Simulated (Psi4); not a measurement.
A dimer, C2H6 ··· CH3F (SMILES CC and CF); the first 8 atoms form monomer A.

```
13

C      0.7602     0.0511     0.0429
C     -0.7602    -0.0511    -0.0429
H      1.0764     0.4719     0.9994
H      1.1603     0.6903    -0.7466
H      1.2301    -0.9294    -0.0571
H     -1.1603    -0.6903     0.7466
H     -1.2301     0.9293     0.0572
H     -1.0764    -0.4718    -0.9995
C      0.5908    -4.9876    -1.6711
F      1.8365    -4.9676    -1.0563
H      0.6056    -4.3014    -2.5189
H     -0.1632    -4.6742    -0.9479
H      0.3838    -6.0024    -2.0134
```

What interaction energy does Psi4 with SAPT0/jun-cc-pVDZ, frozen core give, and which attractive term is the largest?

Total -0.14 kcal/mol: electrostatics -0.02, exchange 0.00, induction -0.01, dispersion -0.12. The most attractive term is dispersion.
